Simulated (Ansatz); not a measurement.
Total energies of the cluster ZnF₂ from Ansatz at PBE-D4/def2-TZVP, gas phase (1 Eh = 27.2114 eV = 2625.5 kJ/mol). The reference geometry is relaxed at r2SCAN-D4/def2-TZVP.

```xyz
3

Zn    0.000    0.000    0.000
F    -0.789    0.469   -1.462
F     0.789   -0.469    1.462
```

| state | geometry | energy (Eh) |
| --- | --- | --- |
| charge 0 singlet | reference | -1978.77745 |
| charge 1 doublet | reference | -1978.31068 |
| charge 0 triplet | relaxed at r2SCAN-D4/def2-TZVP | -1978.62746 |
| charge 0 quintet | relaxed at r2SCAN-D4/def2-TZVP | -1978.32743 |
| free Zn atom (singlet) | – | -1779.12986 |
| free F atom (doublet) | – | -99.66912 |

Task: Work out the vertical ionisation energy to the doublet.

Result: E(charge 1 doublet) − E(charge 0 singlet) = -1978.31068 − (-1978.77745) = 0.46677 Eh = 12.70 eV. For comparison, −ε of the highest occupied level is 8.58 eV at this level, 4.12 eV less.

Task: Which of the charge 0 states is lowest, and how far above it are the others?

Result: The singlet. triplet: -1978.62746 − (-1978.77745) = 0.14999 Eh = 393.8 kJ/mol; quintet: -1978.32743 − (-1978.77745) = 0.45002 Eh = 1181.5 kJ/mol. The quintet has fallen apart, so its energy is that of loose fragments and no spin gap. The quintet differs in its bonds from the reference.

Task: What is the binding energy per atom against free atoms?

Result: Atoms: 1 × (-1779.12986) + 2 × (-99.66912) = -1978.46810 Eh. Binding: -1978.46810 − (-1978.77745) = 0.30935 Eh = 8.42 eV, or 2.81 eV for each of 3 atoms (no zero-point energy, no counterpoise term).

The structure comes from a short search, and lower isomers may exist.
